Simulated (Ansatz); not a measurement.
Frontier orbitals of C6H3F3 (`Fc1cccc(F)c1F`).

```xyz
12

F    -2.1929   -1.3826   -0.6870
C    -1.0993   -0.7198   -0.3214
C    -0.3234   -1.1708    0.7275
C     0.8100   -0.4560    1.0823
C     1.1665    0.6962    0.3991
C     0.3750    1.1276   -0.6463
F     0.6894    2.2291   -1.3221
C    -0.7626    0.4294   -1.0191
F    -1.5150    0.8530   -2.0244
H    -0.6193   -2.0726    1.2478
H     1.4246   -0.8020    1.9036
H     2.0471    1.2687    0.6602
```

Total charge 0; spin multiplicity 1. The geometry is a stationary point of PBE0-D4/def2-TZVP. Basis def2-TZVPP, the Gaussian-basis code of Ansatz.

Orbital energies of one run (eV). Highest occupied ones, from the top: -10.10, -10.17, -13.59, -13.70, -13.71, -14.49, -15.51, -15.89, -16.17, -16.71, -16.82, -17.39, -17.76, -18.75. Empty: 1.52, 1.58, 3.00, 4.01, 4.53, 4.99.

Which functional gave them?
A. r2SCANh
B. B3LYP
C. LC-ωPBE
D. r2SCAN

C. HOMO energies: LC-ωPBE -10.10, B3LYP -7.36, r2SCANh -7.07, r2SCAN -6.63 eV.

B3LYP here is the variant with VWN-RPA as its local correlation; programs differ in this. LC-ωPBE has ω = 0.4 bohr⁻¹.
